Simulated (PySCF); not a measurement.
Sn2, CCSD(T): how much the basis matters

PySCF, UHF reference; triplet, unpaired electrons π ↑↑; De to Sn + Sn without counterpoise correction. Frozen cores follow the default of each basis and core potential.

```
       basis                           relativity  functions  Re (Å)  ωe (cm⁻¹)  De (eV)  frozen orbitals
  cc-pVDZ-PP  scalar-relativistic core potentials         46   2.802        187     1.92                8
    def2-SVP  scalar-relativistic core potentials         52   2.795        188     1.93                8
x2c-TZVPPall                        spin-free X2C        120   2.750        193     2.24               36
```

How does each smaller set differ from the one with most functions, x2c-TZVPPall?

cc-pVDZ-PP: +5.2 pm, -3.1 % in ωe, -0.32 eV in De; def2-SVP: +4.5 pm, -2.6 % in ωe, -0.31 eV in De. All at CCSD(T); the set with most functions is neither the basis-set limit nor always the best. The rows treat relativity differently, so the differences are not basis effects alone.

Correlated steps freeze the inner cores (8 to 36 orbitals); shallow outer-core shells are correlated. Correlated levels converge slowly with the basis: in double zeta they bind strong bonds too weakly, by up to about 1 eV, and carry superposition errors of some tenths. These are scalar-relativistic numbers at best; spin–orbit coupling would shift them, the dissociation energy most. The state is the lowest determinant that a PBE0 search found; another state may lie lower at other levels.
